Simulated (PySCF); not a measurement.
CH8FNSi2, SMILES NC[SiH2][SiH2]F.

Coordinates come from a PBE0-D3(BJ)/def2-SVP optimisation. This is a generated structure with no PubChem entry under its InChIKey; it may be hypothetical. Other conformers were not sampled.

Level of theory: TDA-ωB97X/def2-SVPD run with PySCF.

Vertical excitations. The molecule is in vacuum.

Computed UV-visible absorptions:
| state | energy (eV) | λ (nm) | f | main pairs |
|---|---|---|---|---|
| S1 | 6.05 | 205 | 0.013 | HOMO→LUMO 49 %, HOMO→LUMO+1 27 % |
| S2 | 6.25 | 199 | 0.052 | HOMO→LUMO+1 36 %, HOMO→LUMO 23 %, HOMO−1→LUMO 18 % |
| S3 | 6.83 | 182 | 0.111 | HOMO→LUMO+2 37 %, HOMO→LUMO+1 24 %, HOMO→LUMO+3 18 % |
| S4 | 7.12 | 174 | 0.027 | HOMO−1→LUMO 62 %, HOMO→LUMO 15 % |
| S5 | 7.32 | 169 | 0.017 | HOMO→LUMO+3 28 %, HOMO→LUMO+2 24 %, HOMO→LUMO+4 19 %, HOMO→LUMO+6 8 % |
| S6 | 7.79 | 159 | 0.030 | HOMO−1→LUMO+1 53 %, HOMO−1→LUMO+3 13 %, HOMO→LUMO+5 10 % |
| S7 | 7.82 | 159 | 0.023 | HOMO−2→LUMO 24 %, HOMO→LUMO+4 23 %, HOMO−3→LUMO 19 %, HOMO→LUMO+3 13 % |
| S8 | 7.88 | 157 | 0.031 | HOMO−3→LUMO 22 %, HOMO→LUMO+4 21 %, HOMO−2→LUMO 21 %, HOMO→LUMO+3 15 % |
| S9 | 8.00 | 155 | 0.033 | HOMO→LUMO+5 43 %, HOMO→LUMO+9 22 %, HOMO→LUMO+8 12 % |
| S10 | 8.24 | 151 | 0.026 | HOMO→LUMO+8 26 %, HOMO→LUMO+5 15 %, HOMO→LUMO+7 11 %, HOMO−1→LUMO+2 10 % |
| T1 | 5.50 | 226 | 0 | HOMO→LUMO 55 %, HOMO−1→LUMO 32 % |
| T2 | 5.90 | 210 | 0 | HOMO→LUMO+1 64 % |
| T3 | 6.18 | 201 | 0 | HOMO→LUMO+3 29 %, HOMO→LUMO+2 27 %, HOMO−1→LUMO+1 14 %, HOMO−1→LUMO+3 5 % |
| T4 | 6.64 | 187 | 0 | HOMO−1→LUMO 40 %, HOMO→LUMO 23 %, HOMO−1→LUMO+1 10 % |
Triplets are in the Tamm–Dancoff approximation.
